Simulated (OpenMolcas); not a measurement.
**Ce3+ in BaF2**

Ce3+ with its 8 nearest fluoride ions at 2.534 Å, on the Ba site of BaF2 (a = 6.2001 Å, distance in the model lattice 2.685 Å). The rest of the host is ab initio model potentials to 7.6 Å and point charges beyond; the distance is set by hand and nothing relaxes, and no local charge compensation is placed. Ligand basis ANO-RCC-VDZP.
```
Ce    0.0000    0.0000    0.0000
F     1.4630    1.4630    1.4630
F     1.4630    1.4630   -1.4630
F     1.4630   -1.4630    1.4630
F     1.4630   -1.4630   -1.4630
F    -1.4630    1.4630    1.4630
F    -1.4630    1.4630   -1.4630
F    -1.4630   -1.4630    1.4630
F    -1.4630   -1.4630   -1.4630
```

```json
{"Program": "OpenMolcas 26.06", "Method": "CASSCF", "Basis": "ANO-RCC-VDZP [7s6p4d2f1g]", "Scalar Hamiltonian": "DKH2, point nucleus", "Active space": "1 electron in 7 orbitals (4f)", "State averaging": "2S+1 = 2 odd, 7 roots", "Spin-orbit coupling": "RASSI with atomic mean-field integrals over the reference wave functions"}
```

The lowest spin-free states (labels of O, the rotations of Oh), above the lowest:

| State | Degeneracy | E (cm-1) | Free-ion L (%) |
| --- | --- | --- | --- |
| 2T2 | 3 | 0.0 | F (100) |
| 2T1 | 3 | 16.4 | F (100) |
| 2A2 | 1 | 1247 | F (100) |

The lowest levels with spin-orbit coupling:

```
E (cm-1)  Degeneracy  Label  2S+1     J  |mJ| (%)               g
     0.0           4     Γ8     2  2.50  1/2 (50)                
   374.7           2     Γ7     2  2.55  3/2 (80)  1.46 1.46 1.46
    2381           4     Γ8     2  3.50  3/2 (38)                
    2385           2     Γ6     2  3.50  1/2 (58)  2.65 2.65 2.65
    3234           2     Γ7     2  3.44  5/2 (72)  3.46 3.46 3.46
```

Powder χT (cm3 K/mol): 0.494 at 2 K, 0.502 at 10 K, 0.544 at 50 K, 0.595 at 100 K, 0.672 at 200 K, 0.717 at 300 K. The effective moment at 300 K is 2.828 √(χT) = 2.39 μB.

Hund's rules give f1 the level 2F5/2 with g = 0.857, so an isolated free-ion multiplet has χT = g² J(J+1) / 8 = 0.804 cm3 K/mol. The computed 0.717 at 300 K differs by -11 %, through the field's splitting, the mixing of terms and any other multiplet in reach.

Stevens parameters of the J = 5/2 multiplet, which is 375 cm-1 wide (cm-1, z along the main axis): B40 = -1.034e+00, B44 = -5.249e+00.

Metal share of the active 4f orbitals (Löwdin): 99, 100, 100, 100, 100, 100, 100 %; Mulliken charge of the metal 2.41.

No measured value stands beside these numbers; the geometry was set by hand and not optimised.

The RASSCF and RASSI steps took 19 s on 1 thread of Arm Neoverse V2 (shared host); the integral step is not counted.
